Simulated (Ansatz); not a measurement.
Ansatz (a first-principles code) input file for C4CoO4, SMILES [O+]#[C-]->[Co+](<-[C-]#[O+])(<-[C-]#[O+])<-[C-]#[O+], charge +1, multiplicity 1, B3LYP-D3(BJ)/def2-SVP. 

Ansatz 0.2 input:
```yaml
crystal:
  periodic: [false, false, false]
  atoms:
    - {symbol: Co, position_ang: [0.00000000, 0.00000000, -0.00000000]}
    - {symbol: O, position_ang: [2.06226304, 2.06226304, 0.02500656]}
    - {symbol: C, position_ang: [1.27072453, 1.27072453, 0.01094760]}
    - {symbol: O, position_ang: [-2.06226304, -2.06226303, 0.02500656]}
    - {symbol: C, position_ang: [-1.27072453, -1.27072453, 0.01094760]}
    - {symbol: O, position_ang: [2.06226304, -2.06226304, -0.02500656]}
    - {symbol: C, position_ang: [1.27072453, -1.27072454, -0.01094760]}
    - {symbol: O, position_ang: [-2.06226303, 2.06226304, -0.02500656]}
    - {symbol: C, position_ang: [-1.27072454, 1.27072453, -0.01094760]}
basis:
  gaussian:
    orbitals: def2-SVP
hamiltonian:
  xc: b3lyp
  dispersion: d3bj
total_charge: 1
relax: {f_tol: 0.002, max_steps: 200}
```

Program output:

```
WARN ansatz: RAYON_NUM_THREADS=2 ignored (pool sized by the plan → 2); use --threads N
Functional definition: B3LYP
integrals: 0.13 GiB planned
1581 factors; integrals over basis functions are off by at most 3.2e-4 eV
mean field: 1.07 GiB planned
mean field evaluation 1: about -49919.5848 eV, gradient 1.3e2 eV
mean field evaluation 2: about -49499.9612 eV, gradient 3.3e2 eV
mean field evaluation 4: about -49896.2598 eV, gradient 1.7e2 eV
mean field evaluation 8: about -49943.1035 eV, gradient 3.7e-1 eV
mean field -49943.10402358 eV, -1835.3752202148 hartree, gradient 8.0e-6 eV, S^2 0.000000; 0 other end points of the search recorded, 0 dependent functions left out
the calculation of the forces begins
reference -49943.10427528 eV, -1835.3752294647 hartree; 41, 41 occupied and 102, 102 virtual orbitals, 1581 factors
relax step   1: F+E_penalty+E_count = -49943.58061077 eV  Δ(F+E_penalty+E_count) = +0.000e0 eV  max|allowed force component| = 7.739e-1 eV/Å  Δτ_max = 0.0000 Å  (52 SCF iters, accepted)
these checks for a lower state are left out or cut short: starts, cluster_reference, orbital_swaps, neighbouring_geometries, increment
integrals: 0.13 GiB planned
1581 factors; integrals over basis functions are off by at most 3.4e-4 eV
mean field: 1.07 GiB planned
mean field evaluation 16: about -49943.1854 eV, gradient 3.4e-1 eV
mean field -49943.18572947 eV, -1835.3782228508 hartree, gradient 1.0e-5 eV, S^2 0.000000; 0 other end points of the search recorded, 0 dependent functions left out
the calculation of the forces begins
reference -49943.18598399 eV, -1835.3782322042 hartree; 41, 41 occupied and 102, 102 virtual orbitals, 1581 factors
relax step   2: F+E_penalty+E_count = -49943.65664486 eV  Δ(F+E_penalty+E_count) = -7.603e-2 eV  max|allowed force component| = 4.536e-1 eV/Å  Δτ_max = 0.0289 Å  (38 SCF iters, accepted)
these checks for a lower state are left out or cut short: starts, cluster_reference, orbital_swaps, neighbouring_geometries, increment
integrals: 0.13 GiB planned
1581 factors; integrals over basis functions are off by at most 3.7e-4 eV
mean field: 1.07 GiB planned
mean field -49943.22604049 eV, -1835.3797042536 hartree, gradient 1.2e-5 eV, S^2 0.000000; 0 other end points of the search recorded, 0 dependent functions left out
the calculation of the forces begins
reference -49943.22629924 eV, -1835.3797137626 hartree; 41, 41 occupied and 102, 102 virtual orbitals, 1581 factors
relax step   3: F+E_penalty+E_count = -49943.69053406 eV  Δ(F+E_penalty+E_count) = -3.389e-2 eV  max|allowed force component| = 9.535e-2 eV/Å  Δτ_max = 0.0283 Å  (38 SCF iters, accepted)
these checks for a lower state are left out or cut short: starts, cluster_reference, orbital_swaps, neighbouring_geometries, increment
integrals: 0.13 GiB planned
1581 factors; integrals over basis functions are off by at most 3.7e-4 eV
mean field: 1.07 GiB planned
mean field evaluation 32: about -49943.2276 eV, gradient 3.4e-1 eV
mean field -49943.22791037 eV, -1835.3797729703 hartree, gradient 1.0e-5 eV, S^2 0.000000; 0 other end points of the search recorded, 0 dependent functions left out
the calculation of the forces begins
reference -49943.22816981 eV, -1835.3797825047 hartree; 41, 41 occupied and 102, 102 virtual orbitals, 1581 factors
relax step   4: F+E_penalty+E_count = -49943.69134634 eV  Δ(F+E_penalty+E_count) = -8.123e-4 eV  max|allowed force component| = 4.092e-3 eV/Å  Δτ_max = 0.0049 Å  (39 SCF iters, accepted)
these checks for a lower state are left out or cut short: starts, cluster_reference, orbital_swaps, neighbouring_geometries, increment
integrals: 0.13 GiB planned
1581 factors; integrals over basis functions are off by at most 3.7e-4 eV
mean field: 1.07 GiB planned
mean field -49943.22796062 eV, -1835.3797748170 hartree, gradient 2.9e-5 eV, S^2 0.000000; 0 other end points of the search recorded, 0 dependent functions left out
the calculation of the forces begins
reference -49943.22822009 eV, -1835.3797843523 hartree; 41, 41 occupied and 102, 102 virtual orbitals, 1581 factors
relax step   5: F+E_penalty+E_count = -49943.69135027 eV  Δ(F+E_penalty+E_count) = -3.931e-6 eV  max|allowed force component| = 2.951e-3 eV/Å  Δτ_max = 0.0003 Å  (25 SCF iters, accepted)
these checks for a lower state are left out or cut short: starts, cluster_reference, orbital_swaps, neighbouring_geometries, increment
integrals: 0.13 GiB planned
1581 factors; integrals over basis functions are off by at most 3.7e-4 eV
mean field: 1.07 GiB planned
mean field -49943.22796142 eV, -1835.3797748464 hartree, gradient 4.5e-5 eV, S^2 0.000000; 0 other end points of the search recorded, 0 dependent functions left out
the calculation of the forces begins
reference -49943.22822089 eV, -1835.3797843817 hartree; 41, 41 occupied and 102, 102 virtual orbitals, 1581 factors
relax step   6: F+E_penalty+E_count = -49943.69135347 eV  Δ(F+E_penalty+E_count) = -3.201e-6 eV  max|allowed force component| = 1.453e-4 eV/Å  Δτ_max = 0.0005 Å  (25 SCF iters, accepted)
integrals: 0.13 GiB planned
1581 factors; integrals over basis functions are off by at most 3.7e-4 eV
mean field: 1.07 GiB planned
mean field -49943.22796142 eV, -1835.3797748464 hartree, gradient 4.5e-5 eV, S^2 0.000000; 1 other end points of the search recorded, 0 dependent functions left out
the calculation of the forces begins
reference -49943.22822089 eV, -1835.3797843817 hartree; 41, 41 occupied and 102, 102 virtual orbitals, 1581 factors
Total energy: -49943.69161294 eV, -1835.3968137254 hartree
Atom 0 at     0.000000     0.000000    -0.000000 Å, force    -0.000000    -0.000000     0.000000 eV/Å
Atom 1 at     2.105386     2.105386     0.026562 Å, force     0.000128     0.000128    -0.000030 eV/Å
Atom 2 at     1.308632     1.308632     0.014092 Å, force    -0.000145    -0.000145     0.000025 eV/Å
Atom 3 at    -2.105386    -2.105386     0.026562 Å, force    -0.000128    -0.000128    -0.000030 eV/Å
Atom 4 at    -1.308632    -1.308632     0.014092 Å, force     0.000145     0.000145     0.000025 eV/Å
Atom 5 at     2.105386    -2.105386    -0.026562 Å, force     0.000128    -0.000128     0.000030 eV/Å
Atom 6 at     1.308632    -1.308632    -0.014092 Å, force    -0.000145     0.000145    -0.000025 eV/Å
Atom 7 at    -2.105386     2.105386    -0.026562 Å, force    -0.000128     0.000128     0.000030 eV/Å
Atom 8 at    -1.308632     1.308632    -0.014092 Å, force     0.000145    -0.000145    -0.000025 eV/Å
Dipole moment:    -0.000000     0.000000    -0.000000 e Å
```

The calculation finished and met its thresholds.
